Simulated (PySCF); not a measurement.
Potential energy of RbP⁺ along the bond

Set-up: PySCF, scalar-relativistic core potentials, basis sets Rb def2-SVPD with ECP28, P def2-SVPD. Energies in eV from Rb⁺ + P in their ground configurations at the same level. State: ⁴Σ⁻ (quartet), unpaired electrons σ ↑, π ↑↑.

All columns are TPSS. A positive dipole points towards P; it is taken about the centre of mass and depends on that origin.

| R (Å) | E (eV) | μ (D) | Mulliken charge on Rb (basis-dependent) | HOMO (eV) | LUMO (eV) | Mayer bond order | ⟨S²⟩ |
| --- | --- | --- | --- | --- | --- | --- | --- |
| 3.216 | -0.066 | -2.55 | 0.93 | -10.79 | -8.30 | 0.16 | 3.75 |
| 3.365 | -0.124 | -2.76 | 0.93 | -10.63 | -8.18 | 0.15 | 3.75 |
| 3.515 | -0.155 | -2.99 | 0.93 | -10.47 | -8.04 | 0.14 | 3.75 |
| 3.627 | -0.165 | -3.17 | 0.93 | -10.36 | -7.94 | 0.14 | 3.75 |
| 3.739 | -0.169 | -3.36 | 0.94 | -10.25 | -7.83 | 0.13 | 3.75 |
| 3.851 | -0.167 | -3.55 | 0.94 | -10.15 | -7.72 | 0.13 | 3.75 |
| 4.001 | -0.161 | -3.80 | 0.94 | -10.01 | -7.58 | 0.12 | 3.75 |
| 4.188 | -0.149 | -4.13 | 0.94 | -9.85 | -7.41 | 0.12 | 3.75 |
| 4.412 | -0.132 | -4.52 | 0.95 | -9.67 | -7.20 | 0.11 | 3.75 |
| 4.711 | -0.110 | -5.03 | 0.95 | -9.45 | -6.94 | 0.10 | 3.75 |

A fit through these points gives, at Re = 3.760 Å, μ = -3.39 D and dμ/dR = -1.68 D/Å; the reduced mass is 22.7 u.

Task: How strong is the fundamental in the double-harmonic approximation, I = 42.26·(dμ/dR)²/μred km/mol?

Result: I = 42.26·(-1.68)²/22.7 = 5.25 km/mol at TPSS.

The bond is weak. Basis-set superposition, not corrected here, can be much of De in a small basis, most of all at correlated wavefunction levels. Spin–orbit coupling is left out. For an ion De counts to the pair picked by the measured ionisation energies or electron affinities, which need not be the lowest pair at this level. The state was picked by a PBE0 search and need not be the measured ground state.
